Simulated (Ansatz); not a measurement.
`[NH2][W]([NH2])(=[O])=[S]`, one more setting.

```yaml
crystal:
  periodic: [false, false, false]
  atoms:
    - {symbol: N, position_ang: [-1.215076, 1.116278, -0.263464]}
    - {symbol: W, position_ang: [0.266914, -0.099667, -0.547849]}
    - {symbol: N, position_ang: [0.728933, -1.048585, 1.077506]}
    - {symbol: O, position_ang: [-0.253505, -1.264055, -1.672834]}
    - {symbol: S, position_ang: [1.970775, 1.039065, -1.179899]}
    - {symbol: H, position_ang: [-2.174711, 0.873803, -0.456546]}
    - {symbol: H, position_ang: [-1.116071, 2.085195, -0.003476]}
    - {symbol: H, position_ang: [0.375797, -1.966137, 1.301937]}
    - {symbol: H, position_ang: [1.416945, -0.735896, 1.744634]}
basis:
  gaussian: {orbitals: def2-TZVPP, fitting: {mean_field: cc-pVTZ-jkfit}}
magnetization: {spin_polarized: true, initial_magnetization: 2}
hamiltonian: {xc: {name: wB97M-V}}
accuracy: high
output: {forces: true}
```

```sh
$ ansatz run in.yaml --threads 4 --pin off --events-out ev --progress --plain --max-ram 10444MiB
```

It prints (some lines left out):

```
Functional definition: wB97M-V
Error: <dir> the basis set cc-pVTZ-JKFIT has no functions for W
```
